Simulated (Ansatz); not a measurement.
Single points on Pd4⁺.

```yaml
crystal:
  periodic: [false, false, false]
  atoms:
    - {symbol: Pd, position_ang: [-1.053291, 0.459794, -1.100074]}
    - {symbol: Pd, position_ang: [1.031974, 1.179961, 0.271670]}
    - {symbol: Pd, position_ang: [-0.764118, -0.358130, 1.349552]}
    - {symbol: Pd, position_ang: [0.785435, -1.281625, -0.521148]}
basis:
  gaussian: {orbitals: def2-TZVP, initial_orbitals: start.molden}
total_charge: 1
magnetization: {spin_polarized: true, initial_magnetization: 3}
hamiltonian: {xc: {name: r2SCAN0}, dispersion: d4}
scf: {omitted_lower_state_checks: [starts]}
output: {orbitals: {seedname: orbitals}}
```

The file start.molden holds the orbitals of an earlier run on this structure, at another level or in another basis.

```sh
$ ansatz run in.yaml --threads 2 --pin off --events-out ev --progress --plain --max-ram 4352MiB
```

Output, abridged:

```
Functional definition: r2SCAN0
1620 factors; their error is unknown
mean field evaluation 1: about -13915.7579 eV, gradient 2.5e0 eV
mean field evaluation 2: about -13915.7912 eV, gradient 5.5e-2 eV
mean field evaluation 4: about -13916.0049 eV, gradient 7.6e-4 eV
mean field -13916.00485829 eV, -511.4037459353 hartree, gradient 1.9e-5 eV, S^2 3.828957; 0 other end points of the search recorded, 0 dependent functions left out
reference -13916.00487913 eV, -511.4037467013 hartree; 37, 34 occupied and 123, 126 virtual orbitals, 1620 factors
Total energy: -13916.05794899 eV, -511.4056969824 hartree
Checks for a lower state left out: starts
```

It took 85 s on 2 threads of Intel Xeon Platinum 8259CL on a shared host, peak host memory 1.1 GiB.

The first input with `hamiltonian: {xc: hse06, dispersion: d4}` (abridged; 20 s):

```
Functional definition: HSE06
mean field -13915.35023217 eV, -511.3796888689 hartree, gradient 7.6e-6 eV, S^2 3.801976
Total energy: -13915.53869512 eV, -511.3866147546 hartree
Checks for a lower state left out: starts
```

As the first input, with `hamiltonian: {xc: {name: B2PLYP}}` and without the key `output` (abridged; 2.2 min):

```
Functional definition: B2PLYP
mean field evaluation 16: about -13883.1601 eV, gradient 1.9e-1 eV
mean field -13883.16183670 eV, -510.1967871535 hartree, gradient 2.9e-6 eV, S^2 3.865835
second order -63.45567446 eV of doubles, -0.00000000 eV of singles
Total energy: -13900.29503046 eV, -510.8264204111 hartree
Checks for a lower state left out: starts
```

The first input with `hamiltonian: {xc: {text: "exchange = 0.95*pbe_x + 0.05*exact_x\ncorrelation = pbe_c"}}` (abridged; 16 s):

```
Functional definition: unnamed
mean field -13918.85060316 eV, -511.5083251302 hartree, gradient 2.6e-5 eV, S^2 3.767818
Total energy: -13918.85066121 eV, -511.5083272636 hartree
Checks for a lower state left out: starts
```

As the first input, with `hamiltonian: {xc: {name: CAM-B3LYP}, dispersion: d4}` (abridged; 55 s):

```
Functional definition: CAM-B3LYP
mean field -13911.35458461 eV, -511.2328515297 hartree, gradient 1.7e-5 eV, S^2 3.817136
Total energy: -13911.56193904 eV, -511.2404716645 hartree
Checks for a lower state left out: starts
```

The first input with `hamiltonian: {xc: {name: BLYP}, dispersion: d4}` (abridged; 13 s):

```
Functional definition: BLYP
mean field -13914.65701041 eV, -511.3542134393 hartree, gradient 8.0e-6 eV, S^2 3.761118
Total energy: -13915.12442900 eV, -511.3713907557 hartree
Checks for a lower state left out: starts
```

As the first input, with `hamiltonian: {xc: {name: B97M-V}}` (abridged; 34 s):

```
Functional definition: B97M-V
mean field -13916.09627266 eV, -511.4071053513 hartree, gradient 1.5e-5 eV, S^2 3.782927
Total energy: -13916.09635819 eV, -511.4071084945 hartree
Checks for a lower state left out: starts
```

Geometry: B3LYP-D4/def2-SVP.

In the def2 sets Pd takes a core potential; there is no spin–orbit coupling. HSE06 is defined as in plane-wave codes, on full-range PBE exchange. Correlated methods freeze no core orbitals; core or outer-core shells of Pd are correlated, in sets that lack core-valence functions. The structure comes from a short search, and lower isomers may exist.
